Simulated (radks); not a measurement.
Results of a calculation; reference values are marked as such.
Question: Species: I48+. Configuration: [He] 2s2 2p1. Code: a radial shooting solver on a logarithmic mesh with Libxc functionals. Model: scalar-relativistic Kohn-Sham, LB94 model potential, spin-polarised, spherical densities, finite nucleus; open shells are filled with parallel spins first (spin-orbit coupling, left out, can overturn this in heavy ions); Fermi nuclear charge, rms radius 4.75 fm. Some entries of the table are withheld. Estimate them.

orbital  occ.  eigenvalue (hartree)  <1/r> (bohr^-1)
1s down     1             -1386.553            57.02
1s up       1             -1386.290            57.02
2s up       1             -330.7131            13.78
2s down     1             -329.5706            13.76
2p up       1             -316.3843              (1)
2p down     0             -315.3340              (2)
3s up       0             -142.7638              (3)
3s down     0             -142.4357              (4)
3p up       0             -138.5561            5.746
3p down     0             -138.2651            5.740

Answer: 
(1) 2p up <1/r> (bohr^-1): 13.18
(2) 2p down <1/r> (bohr^-1): 13.18
(3) 3s up <1/r> (bohr^-1): 5.929
(4) 3s down <1/r> (bohr^-1): 5.921
